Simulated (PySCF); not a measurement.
PySCF input (M06-2X/def2-TZVPD):

```python
from pyscf import gto, scf, dft

mol = gto.M(
    atom='''
    Si    0.84518652    0.42560736   -0.43148885
    C     2.30126450   -0.64793138    0.00561617
    F     0.81453282    1.65440861    0.61068842
    N    -0.56852443   -0.52079691   -0.42287930
    Si   -2.13537392   -0.68470175    0.26400196
    H     0.93267578    1.03219073   -1.77755671
    H     2.41872100   -1.45003187   -0.72372072
    H     3.21266897   -0.04703364    0.01934592
    H     2.17104423   -1.09386178    0.99299260
    H    -2.25772017   -0.14195532    1.63897990
    H    -2.54240481   -2.10856556    0.26933206
    H    -3.03107259    0.08006787   -0.64429406
    ''',
    basis='def2-tzvpd',
    charge=0,
    spin=1,
    verbose=4,
)

mf = dft.UKS(mol, xc='m062x').density_fit(auxbasis='def2-universal-jkfit')
mf.grids.level = 4
mf.conv_tol = 1e-9
mf.max_cycle = 100
mf.max_memory = 1500
mf.kernel()
if not mf.converged:
    mf = mf.newton()
    mf.kernel(mf.make_rdm1())
for _ in range(2):
    mo, _, stable, _ = mf.stability(return_status=True)
    if stable:
        break
    mf.kernel(mf.make_rdm1(mo, mf.mo_occ))
mf.analyze()
```

Output:

```
PySCF version 2.14.0

[INPUT] verbose = 4
[INPUT] num. atoms = 12
[INPUT] num. electrons = 57
[INPUT] charge = 0
[INPUT] spin (= nelec alpha-beta = 2S) = 1
[INPUT] symmetry False subgroup None
[INPUT] Mole.unit = angstrom
[INPUT] Symbol           X                Y                Z      unit          X                Y                Z       unit  Magmom
[INPUT]  1 Si     0.845186520000   0.425607360000  -0.431488850000 AA    1.597171046974   0.804281346999  -0.815395752304 Bohr   0.0
[INPUT]  2 C      2.301264500000  -0.647931380000   0.005616170000 AA    4.348759645184  -1.224412855711   0.010613023169 Bohr   0.0
[INPUT]  3 F      0.814532820000   1.654408610000   0.610688420000 AA    1.539243949270   3.126379171022   1.154033861243 Bohr   0.0
[INPUT]  4 N     -0.568524430000  -0.520796910000  -0.422879300000 AA   -1.074355467824  -0.984163526420  -0.799126060748 Bohr   0.0
[INPUT]  5 Si    -2.135373920000  -0.684701750000   0.264001960000 AA   -4.035271882339  -1.293898784510   0.498891400748 Bohr   0.0
[INPUT]  6 H      0.932675780000   1.032190730000  -1.777556710000 AA    1.762501787215   1.950557788015  -3.359095352783 Bohr   0.0
[INPUT]  7 H      2.418721000000  -1.450031870000  -0.723720720000 AA    4.570720261734  -2.740163106191  -1.367633951473 Bohr   0.0
[INPUT]  8 H      3.212668970000  -0.047033640000   0.019345920000 AA    6.071064482189  -0.088880698241   0.036558490428 Bohr   0.0
[INPUT]  9 H      2.171044230000  -1.093861780000   0.992992600000 AA    4.102678999017  -2.067099182329   1.876484057720 Bohr   0.0
[INPUT] 10 H     -2.257720170000  -0.141955320000   1.638979900000 AA   -4.266472787206  -0.268256676725   3.097223134667 Bohr   0.0
[INPUT] 11 H     -2.542404810000  -2.108565560000   0.269332060000 AA   -4.804448788677  -3.984611424090   0.508963829965 Bohr   0.0
[INPUT] 12 H     -3.031072590000   0.080067870000  -0.644294060000 AA   -5.727897058776   0.151306345677  -1.217539317084 Bohr   0.0

nuclear repulsion = 289.959823913421
number of shells = 105
number of NR pGTOs = 374
number of NR cGTOs = 263
basis = def2-tzvpd
ecp = {}

******** <class 'pyscf.df.df_jk.DFUKS'> ********
method = DFUKS
initial guess = minao
damping factor = 0
level_shift factor = 0
DIIS = <class 'pyscf.scf.diis.CDIIS'>
diis_start_cycle = 1
diis_space = 8
diis_damp = 0
SCF conv_tol = 1e-09
SCF conv_tol_grad = None
SCF max_cycles = 100
direct_scf = False
number electrons alpha = 29  beta = 28
XC library pyscf.dft.libxc version 7.1.2
    S. Lehtola, C. Steigemann, M. J. T. Oliveira, and M. A. L. Marques,  SoftwareX 7, 1–5 (2018)
XC functionals = m062x
    Y. Zhao and D. G. Truhlar,  Theor. Chem. Acc. 120, 215 (2008)
    Y. Zhao and D. G. Truhlar,  Theor. Chem. Acc. 120, 215 (2008)
radial grids:
    Treutler-Ahlrichs [JCP 102, 346 (1995); DOI:10.1063/1.469408] (M4) radial grids

becke partition: Becke, JCP 88, 2547 (1988); DOI:10.1063/1.454033
pruning grids: <function nwchem_prune>
grids dens level: 4
symmetrized grids: False
atomic radii adjust function: <function treutler_atomic_radii_adjust>
small_rho_cutoff = 0
Set gradient conv threshold to 3.16228e-05
tot grids = 253112
[...]
  beta  nocc = 28  HOMO = -0.341572625273863  LUMO = -0.114154016823846
  HOMO = -0.341572625274  LUMO = -0.114154016824  gap/eV = 6.18838
Extra cycle  E= -775.932091461364  delta_E= -1e-11  |g|= 2.37e-06  |ddm|= 4.47e-06
converged SCF energy = -775.932091461364  <S^2> = 0.75471673  2S+1 = 2.0047112
uhf_internal: lowest eigs of H = [0.04220068 0.26408575 0.32108749]
<class 'pyscf.df.df_jk.DFUKS'> wavefunction is stable in the internal stability analysis
**** SCF Summaries ****
Total Energy =                        -775.932091461364280
Nuclear Repulsion Energy =             289.959823913421417
One-electron Energy =                -1649.512730214560406
Two-electron Energy =                  583.620814839774653
Two-electron Coulomb Energy =          650.886709962607483
DFT Exchange-Correlation Energy =      -67.265895122832859
HOMO-LUMO gap [eV] =                     6.188375542664642
**** MO energy ****
                             alpha | beta                alpha | beta
MO #1   energy= -67.0453360600518  | -67.0456851561742  occ= 1 | 1
MO #2   energy= -67.0194607214731  | -67.0198360846685  occ= 1 | 1
MO #3   energy= -25.2265389498259  | -25.2266735023547  occ= 1 | 1
MO #4   energy= -14.7646641303288  | -14.7562130825322  occ= 1 | 1
MO #5   energy= -10.528529956898   | -10.5280047024583  occ= 1 | 1
MO #6   energy= -5.58009404574775  | -5.58035995264407  occ= 1 | 1
MO #7   energy= -5.55920811593258  | -5.5594650245735   occ= 1 | 1
MO #8   energy= -3.89215393669406  | -3.89237631505357  occ= 1 | 1
MO #9   energy= -3.89104457761062  | -3.89142294331828  occ= 1 | 1
MO #10  energy= -3.89009507604299  | -3.8904992231448   occ= 1 | 1
MO #11  energy= -3.87031107003593  | -3.87079380726195  occ= 1 | 1
MO #12  energy= -3.86937888778808  | -3.86981731669949  occ= 1 | 1
MO #13  energy= -3.86917793841825  | -3.86935777079054  occ= 1 | 1
MO #14  energy= -1.32105492193755  | -1.3214113735343   occ= 1 | 1
MO #15  energy= -0.942741766881646 | -0.888267533906472 occ= 1 | 1
MO #16  energy= -0.802513388895221 | -0.7990389076745   occ= 1 | 1
MO #17  energy= -0.646789891614755 | -0.640339795503243 occ= 1 | 1
MO #18  energy= -0.599029625895802 | -0.594265637080894 occ= 1 | 1
MO #19  energy= -0.54178437061853  | -0.53965292482054  occ= 1 | 1
MO #20  energy= -0.534648771902493 | -0.533911337798381 occ= 1 | 1
MO #21  energy= -0.515664676240524 | -0.507218081177851 occ= 1 | 1
MO #22  energy= -0.487461840486433 | -0.482601815385492 occ= 1 | 1
MO #23  energy= -0.477590434257631 | -0.475206962478898 occ= 1 | 1
MO #24  energy= -0.458448688189265 | -0.431207688126404 occ= 1 | 1
MO #25  energy= -0.439773199135169 | -0.418724716963254 occ= 1 | 1
MO #26  energy= -0.425708034437218 | -0.412090057107839 occ= 1 | 1
MO #27  energy= -0.402577364312129 | -0.388491884145746 occ= 1 | 1
MO #28  energy= -0.360639230550161 | -0.341572625273863 occ= 1 | 1
MO #29  energy= -0.354786073612118 | -0.114154016823846 occ= 1 | 0
MO #30  energy= 0.0093021944726939 | 0.00928745708502019 occ= 0 | 0
MO #31  energy= 0.0238642468447816 | 0.0245111699141601 occ= 0 | 0
MO #32  energy= 0.0294546571968179 | 0.0306113566237841 occ= 0 | 0
MO #33  energy= 0.0393486123380152 | 0.0389131396848102 occ= 0 | 0
MO #34  energy= 0.0538155274080496 | 0.0547086115418269 occ= 0 | 0
MO #35  energy= 0.0589605341366178 | 0.0607226730713482 occ= 0 | 0
MO #36  energy= 0.0614515858910609 | 0.0621751835273918 occ= 0 | 0
MO #37  energy= 0.0790629084621194 | 0.0794148829566922 occ= 0 | 0
MO #38  energy= 0.0832237337987171 | 0.0836911075715901 occ= 0 | 0
MO #39  energy= 0.0915682152916994 | 0.0912247519055941 occ= 0 | 0
MO #40  energy= 0.0957844425258392 | 0.0957765266744526 occ= 0 | 0
MO #41  energy= 0.0967519166944627 | 0.096743736920629  occ= 0 | 0
MO #42  energy= 0.0990965135391162 | 0.100273619769581  occ= 0 | 0
MO #43  energy= 0.108561378522531  | 0.108479864221094  occ= 0 | 0
MO #44  energy= 0.117709540761352  | 0.118662377584446  occ= 0 | 0
MO #45  energy= 0.129631036272158  | 0.129731318524281  occ= 0 | 0
MO #46  energy= 0.136354213093178  | 0.139169638044336  occ= 0 | 0
MO #47  energy= 0.149182550096232  | 0.149619690224368  occ= 0 | 0
MO #48  energy= 0.15090275566558   | 0.152083763398674  occ= 0 | 0
MO #49  energy= 0.162055041867366  | 0.163393974530822  occ= 0 | 0
MO #50  energy= 0.172794648488642  | 0.174190127254801  occ= 0 | 0
MO #51  energy= 0.175079947243371  | 0.176068583746319  occ= 0 | 0
MO #52  energy= 0.181885825699968  | 0.183839999318863  occ= 0 | 0
MO #53  energy= 0.183237354801163  | 0.185678501901638  occ= 0 | 0
MO #54  energy= 0.191536956019883  | 0.192278289163242  occ= 0 | 0
MO #55  energy= 0.194051942878546  | 0.196524285753187  occ= 0 | 0
MO #56  energy= 0.203853123443727  | 0.205304760175671  occ= 0 | 0
MO #57  energy= 0.210454783931773  | 0.209885643218776  occ= 0 | 0
MO #58  energy= 0.215687907974908  | 0.216643527210621  occ= 0 | 0
MO #59  energy= 0.232472580185897  | 0.233074076999766  occ= 0 | 0
MO #60  energy= 0.237111793644578  | 0.238833561360452  occ= 0 | 0
MO #61  energy= 0.250276662309221  | 0.250955521275388  occ= 0 | 0
MO #62  energy= 0.25572487965311   | 0.256102469953736  occ= 0 | 0
MO #63  energy= 0.263593384679626  | 0.264104686740311  occ= 0 | 0
MO #64  energy= 0.270473652583764  | 0.268785022789576  occ= 0 | 0
MO #65  energy= 0.275196870538005  | 0.274831654262792  occ= 0 | 0
MO #66  energy= 0.275851536166045  | 0.276152017613651  occ= 0 | 0
MO #67  energy= 0.280055790103968  | 0.281014433046891  occ= 0 | 0
MO #68  energy= 0.297655694441962  | 0.300762737559425  occ= 0 | 0
MO #69  energy= 0.302047892618216  | 0.302406586564468  occ= 0 | 0
MO #70  energy= 0.307758147664087  | 0.309721356597645  occ= 0 | 0
MO #71  energy= 0.315469573101581  | 0.314781224812714  occ= 0 | 0
MO #72  energy= 0.320777704959179  | 0.320257860511515  occ= 0 | 0
MO #73  energy= 0.325005623521476  | 0.326543403689546  occ= 0 | 0
MO #74  energy= 0.337165486985108  | 0.337908298388162  occ= 0 | 0
MO #75  energy= 0.339428175686882  | 0.340845914583786  occ= 0 | 0
MO #76  energy= 0.352741334511829  | 0.352546279247104  occ= 0 | 0
MO #77  energy= 0.360659345936296  | 0.362236209602333  occ= 0 | 0
MO #78  energy= 0.370352734880096  | 0.369834276518751  occ= 0 | 0
MO #79  energy= 0.374375388440578  | 0.373254974259083  occ= 0 | 0
MO #80  energy= 0.375279177853689  | 0.375117066673545  occ= 0 | 0
MO #81  energy= 0.389261559686555  | 0.38892487918855   occ= 0 | 0
MO #82  energy= 0.390195771013206  | 0.390668662308621  occ= 0 | 0
MO #83  energy= 0.401240679645658  | 0.399559406502809  occ= 0 | 0
MO #84  energy= 0.417962731559423  | 0.418231298748976  occ= 0 | 0
MO #85  energy= 0.419972925473144  | 0.419004140169874  occ= 0 | 0
MO #86  energy= 0.425325000511154  | 0.425485528969746  occ= 0 | 0
MO #87  energy= 0.43119446118909   | 0.430864988148049  occ= 0 | 0
MO #88  energy= 0.436626765954939  | 0.436145032462054  occ= 0 | 0
MO #89  energy= 0.452996230470052  | 0.452622875376106  occ= 0 | 0
MO #90  energy= 0.460951293718928  | 0.461898057434137  occ= 0 | 0
MO #91  energy= 0.469469141615005  | 0.469133181390969  occ= 0 | 0
MO #92  energy= 0.475706279219518  | 0.475320496695994  occ= 0 | 0
MO #93  energy= 0.48045180577398   | 0.48092810404248   occ= 0 | 0
MO #94  energy= 0.500969317025786  | 0.503084758001723  occ= 0 | 0
MO #95  energy= 0.506121813286097  | 0.505483979720004  occ= 0 | 0
MO #96  energy= 0.517372413942868  | 0.518087549054491  occ= 0 | 0
MO #97  energy= 0.522747736868749  | 0.522326162525132  occ= 0 | 0
MO #98  energy= 0.529188866591484  | 0.529455401331542  occ= 0 | 0
MO #99  energy= 0.540984178647184  | 0.541290229155458  occ= 0 | 0
MO #100 energy= 0.562331614596458  | 0.563547418218421  occ= 0 | 0
MO #101 energy= 0.568680035494278  | 0.56912365848573   occ= 0 | 0
MO #102 energy= 0.583462271039943  | 0.583886390136862  occ= 0 | 0
MO #103 energy= 0.601162419153418  | 0.602412689062224  occ= 0 | 0
MO #104 energy= 0.614944501285782  | 0.6168225277024    occ= 0 | 0
[...]
```

It need not be the lowest isomer of its formula.
